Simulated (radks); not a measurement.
Valence configurations of the thallium ion Tl+. Method: scalar-relativistic Kohn-Sham, PBE, spin-polarised, spherical densities, finite nucleus; open shells are filled with parallel spins first (spin-orbit coupling, left out, can overturn this in heavy ions); Fermi nuclear charge, rms radius 5.4759 fm; computed with a radial shooting solver on a logarithmic mesh with Libxc functionals. Energies are relative to [Hg]; eigenvalues in eV for spin up.

[
 {"valence": "[Hg]", "E (eV)": "0.000", "moment (Bohr magnetons)": "0", "e(4f)": "-121.32", "e(5d)": "-22.761", "e(6p)": "-", "e(6s)": "-16.300"},
 {"valence": "[Xe] 4f14 5d10 6s1 6p1", "E (eV)": "7.548", "moment (Bohr magnetons)": "2", "e(4f)": "-123.16", "e(5d)": "-24.689", "e(6p)": "-9.679", "e(6s)": "-18.149"},
 {"valence": "[Xe] 4f14 5d9 6s2 6p1", "E (eV)": "15.643", "moment (Bohr magnetons)": "2", "e(4f)": "-127.37", "e(5d)": "-27.711", "e(6p)": "-10.138", "e(6s)": "-19.153"},
 {"valence": "[Xe] 4f13 5d10 6s2 6p1", "E (eV)": "121.20", "moment (Bohr magnetons)": "2", "e(4f)": "-140.81", "e(5d)": "-29.040", "e(6p)": "-10.162", "e(6s)": "-19.248"},
 {"valence": "[Xe] 4f13.5 5d10 6s1.5 6p1", "E (eV)": "62.561", "moment (Bohr magnetons)": "2", "e(4f)": "-131.88", "e(5d)": "-26.821", "e(6p)": "-9.925", "e(6s)": "-18.697"},
 {"valence": "[Xe] 4f14 5d9.5 6s2 6p0.5", "E (eV)": "7.550", "moment (Bohr magnetons)": "1", "e(4f)": "-124.36", "e(5d)": "-25.265", "e(6p)": "-9.208", "e(6s)": "-17.770"},
 {"valence": "[Xe] 4f14 5d8 6s2 6p2", "E (eV)": "33.449", "moment (Bohr magnetons)": "4", "e(4f)": "-133.38", "e(5d)": "-32.483", "e(6p)": "-11.831", "e(6s)": "-21.714"},
 {"valence": "[Xe] 4f13.5 5d10 6s2 6p0.5", "E (eV)": "58.572", "moment (Bohr magnetons)": "1", "e(4f)": "-130.98", "e(5d)": "-25.883", "e(6p)": "-9.208", "e(6s)": "-17.799"},
 {"valence": "[Xe] 4f12 5d9 6s2 6p3", "E (eV)": "283.16", "moment (Bohr magnetons)": "6", "e(4f)": "-167.28", "e(5d)": "-40.426", "e(6p)": "-13.534", "e(6s)": "-24.480"},
 {"valence": "[Xe] 4f12 5d10 6s2 6p2", "E (eV)": "258.96", "moment (Bohr magnetons)": "4", "e(4f)": "-160.95", "e(5d)": "-35.468", "e(6p)": "-11.950", "e(6s)": "-22.017"}
]

NIST lists [Hg] as the ground configuration; this level of theory agrees among the configurations tried. The energies are those of spherical high-spin densities, not of single terms.
